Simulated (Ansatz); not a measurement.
Input file:

```yaml
crystal:
  periodic: [false, false, false]
  atoms:
    - { symbol: S, position_ang: [-2.70338, 0.22082, -0.21562] }
    - { symbol: Al, position_ang: [-0.53299, 0.10809, -0.09141] }
    - { symbol: C, position_ang: [1.1496, -0.67247, 0.4942] }
    - { symbol: S, position_ang: [1.36707, 0.95108, -0.65935] }
    - { symbol: H, position_ang: [-2.59806, 1.33272, -0.95364] }
    - { symbol: H, position_ang: [1.66878, -1.48555, -0.01115] }
    - { symbol: H, position_ang: [1.64899, -0.4547, 1.43698] }
basis:
  gaussian: { orbitals: "6-31G*" }
hamiltonian:
  xc: { name: BHLYP }
  dispersion: d4
relax:
  f_tol: 0.015
  max_steps: 40
```

Command:

```bash
$ ansatz run input.yaml --threads 1 --pin off --max-ram 2048MiB --backend cpu --events-out ev --progress --plain --runs-dir out
```

Hardware: 1 thread of Arm Neoverse V2, on a shared host.

**Question.** Roughly how long does this run take, and how much memory?

**Answer.** 26 s, with a peak of 0.15 GiB, for 7 ionic steps.
